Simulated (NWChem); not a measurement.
System: C$_{3}$H$_{5}$N; SMILES CCC#N

Here is an NWChem input.

```
start job
memory heap 200 mb stack 900 mb global 1100 mb
geometry units angstroms noautoz
  C      0.483916    -1.527005     0.000000
  C     -0.632453    -0.485263     0.000000
  C     -0.138000     0.888052     0.000000
  N      0.270929     1.970738     0.000000
  H      0.053771    -2.538675     0.000000
  H      1.122051    -1.425055    -0.889368
  H      1.122051    -1.425055     0.889368
  H     -1.282410    -0.608808    -0.881784
  H     -1.282410    -0.608808     0.881784
end
basis spherical
  * library 6-31+g*
end
dft
  xc b3lyp
  iterations 150
  mulliken
end
task dft energy
```

All runs use the structure optimised with PBE0/def2-SVP.

Question: Predict the main results of this run. (B3LYP/6-31+G* (spherical d).) Quantities: basis functions; energy (Ha); highest occupied level (eV); orbital gap (eV); dipole (D).

Answer: The number of basis functions comes out as 82 and the energy (Ha) is -172.07. The highest occupied level (eV) comes out as -9.05, the orbital gap (eV) comes out as 8.75 and the dipole (D) is 4.16.
